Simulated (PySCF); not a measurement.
A structure optimised at B3LYP-D3(BJ)/def2-SVP, used in a PySCF frequency run:

```xyz
7

Cd     0.0630    -0.5830     0.0000
F     -0.4049    -2.4689     0.0000
S      0.6564     1.6856     0.0000
C     -0.9915     2.5148     0.0000
H     -1.5754     2.2751     0.8992
H     -0.7815     3.5940     0.0000
H     -1.5754     2.2751    -0.8992
```

Task: Write its SMILES, formula and point group.

Result: C[S][Cd][F], CH₃CdFS, Cs

Task: What are its rotational constants (standard atomic weights)?

Result: 14.064, 1.4679, 1.3407 GHz
